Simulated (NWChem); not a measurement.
System: CH6FNOSi; SMILES NC[Si@@H](O)F

```xyz
11

N     -0.0547    -2.3060     0.0552
C     -0.7687    -1.0787    -0.3687
Si    -0.0121     0.5003     0.3097
O      1.5345     0.5503    -0.2850
F     -0.8353     1.8129    -0.1605
H     -0.0634    -2.3822     1.0718
H      0.9253    -2.2373    -0.2158
H     -0.7766    -1.0497    -1.4657
H     -1.8203    -1.1689    -0.0687
H      0.0019     0.5258     1.7989
H      2.1383     1.2031     0.0948
```
Atoms are numbered in this order, from 1.

Program: NWChem. All runs use the structure optimised with B3LYP/6-31G* (spherical d).

For level TPSSh/def2-TZVP:

| Item | Result |
|---|---|
| highest occupied level (eV) | -6.03 |
| orbital gap (eV) | 6.22 |
| dipole (D) | 1.98 |

Task: Estimate the same quantities for level Hartree-Fock/def2-TZVP.

Result: 
- highest occupied level (eV) = -10.31
- orbital gap (eV) = 13.58
- dipole (D) = 2.19
